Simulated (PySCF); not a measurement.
PBE on Bi⁻ (bismuth, charge -1), [Xe] 4f14 5d10 6s2 6p4, high-spin 3P determinant. Calculation: PySCF 2.14, in aug-cc-pVQZ-PP with ECP60MDF (7s7p5d3f2g, 92 functions); a scalar-relativistic core potential.

```
cycle= 1 E= -214.670989615816  delta_E= -0.0138  |g|= 0.0137  |ddm|= 0.709
cycle= 2 E= -214.671071972385  delta_E= -8.24e-05  |g|= 0.0132  |ddm|= 0.0939
cycle= 3 E= -214.67126903005  delta_E= -0.000197  |g|= 0.00719  |ddm|= 0.0778
cycle= 4 E= -214.671298269829  delta_E= -2.92e-05  |g|= 0.00112  |ddm|= 0.0161
cycle= 5 E= -214.671300780851  delta_E= -2.51e-06  |g|= 0.000333  |ddm|= 0.0071
cycle= 6 E= -214.671300981528  delta_E= -2.01e-07  |g|= 1.32e-05  |ddm|= 0.00213
cycle= 7 E= -214.671300981904  delta_E= -3.76e-10  |g|= 2.56e-06  |ddm|= 8.85e-05
converged SCF energy = -214.671300981904  <S^2> = 2.0086087  2S+1 = 3.0057337
```

Highest occupied orbital energy: 1.341 eV; ⟨L²⟩ = 2.04; populations by l: s 4.00, p 10.00, d 10.00, f 0.00.

(1) Can this result be used?

## Answers

(1) With care. Self-consistency was reached. Energies and moments cover only the electrons outside the core potential. Spin-orbit coupling is strong in this species (close to jj coupling), so the high-spin LS determinant is a model state, not a physical level. At PBE the highest occupied level has a positive energy, so only the finite basis holds that electron; in a semilocal or global hybrid functional this comes from self-interaction and does not mean that the real anion is unbound.
